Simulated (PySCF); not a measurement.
Computed shifts of a molecule C2H9NSi, PBE/pcSseg-1 (PySCF), GIAO, gas phase, atoms alike by connectivity averaged where their shifts nearly agree, in ppm (number of nuclei): ¹³C: 45.1 (2). ¹⁵N: 21.1 (1). ²⁹Si: -44.8 (1). ¹H: 5.07 (3), 2.87 (6). References: ¹³C against TMS (σ = 182.0 ppm); ¹⁵N against NH3 (σ = 267.0 ppm); ²⁹Si against TMS (σ = 335.4 ppm); ¹H against TMS (σ = 31.49 ppm), references at their B3LYP-D3(BJ)/def2-TZVP geometries, non-relativistic. Geometry: r2SCAN-D4/def2-SVP. The values are those of a single conformer.

### Question
Identify the compound among the candidates.
A. C[SiH](C)N
B. CN(C)[SiH3]
C. CC[SiH2]N
D. C[C@@H](N)[SiH3]

### Answer
B, CN(C)[SiH3]
